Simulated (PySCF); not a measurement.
**[HgI2]-: fields on a plane**

Method: UPBE in PySCF with Hg def2-SVPD with ECP60, I def2-SVPD with ECP28; scalar-relativistic core potentials, no spin–orbit coupling; density-fitted integrals.

The doublet minimum has Hg–I 3.041 Å (×2); I–Hg–I 179.8°.

The plane holds Hg1 at (0.00, 0.00), I2 at (3.04, 0.00), I3 at (-3.04, 0.01) Å. Columns run from x = -4.95 to 5.25 Å, rows from y = 2.25 (top) to -1.95 Å, in steps of 0.3 Å. Other isomers or separated fragments may lie lower. Core electrons replaced by a potential are absent, the electrostatic potential uses the reduced nuclear charge, and values within about 0.7 Å of such atoms have no physical meaning.

**Question.** Give the highest occupied orbital (Å^-3/2) at -0.77 eV (cut at ±0.3; overall sign arbitrary). Lower edges of the bins (Å^-3/2): '0' -0.295, '1' -0.235, '2' -0.176, '3' -0.116, '4' -0.057, '5' 0.003, '6' 0.062, '7' 0.122, '8' 0.181, '9' 0.240; top 0.30.

**Answer.** 
```
55555554444555555555555444455555555
55555544444455555555554444445555555
55555544444455566665554444445555555
55666544334455666666554433445666555
66666643223456676676654322346666665
66777643112456775577654211346777665
67888645101357871178753101546888766
67898129401358973379853104922898766
67898229401358973379853104922898766
67888644101357871178753101546888766
66777643112456775577654211346777665
66666543223456677776654322346666665
55665544334455666666554433445666555
55555544444455566665554444445555555
55555544444555555555554444445555555
```

**Question.** Give the electrostatic potential (V) (cut at 20 V). Lower edges of the bins (V): '_' -4.13, '.' -3.99, ':' -3.76, '-' -3.40, '=' -2.84, '+' -1.94, '*' -0.51, '#' 1.75, '%' 5.33, '@' 11.01; top 20.0, each point printed twice.

**Answer.** 
```
--::::....__________....::::------------::::....__________....::::----
::::....______________..::::------------::::..______________....::::--
::......::::----::......::--============--::......::::--::::......::::
::::::--==++****++==--::--==++++****++++==--::--==++++**++==--::..::::
::::--++##%%%%%%##**++--==++**##%%%%##**++==--++**##%%%%%%**++--::::::
::--++##@@@@@@@@@@%%**++++**%%@@@@@@@@%%**++++**%%@@@@@@@@@@##++--::::
::==**%%@@@@@@@@@@@@##****##@@@@@@@@@@@@##****##@@@@@@@@@@@@%%**==::::
--==**@@@@@@@@@@@@@@%%****%%@@@@@@@@@@@@%%****%%@@@@@@@@@@@@@@**==--::
--==**@@@@@@@@@@@@@@%%****%%@@@@@@@@@@@@%%****%%@@@@@@@@@@@@@@**==--::
::==**%%@@@@@@@@@@@@##****##@@@@@@@@@@@@##****##@@@@@@@@@@@@%%**==::::
::--++##%%@@@@@@@@%%**++++**%%@@@@@@@@%%**++++**%%@@@@@@@@@@##++--::::
::::--++**%%%%%%##**++--==++**##%%%%##**++==--++**##%%%%%%**++--::::::
::..::--==++++++++==--::--==++++****++++==--::--==++++**++==--::..::::
::........::::::::......::--============--::......::::--::::......::::
::::....______________..::::------------::::..______________....::::--
```

Spin–orbit coupling, left out here, can matter for elements this heavy.
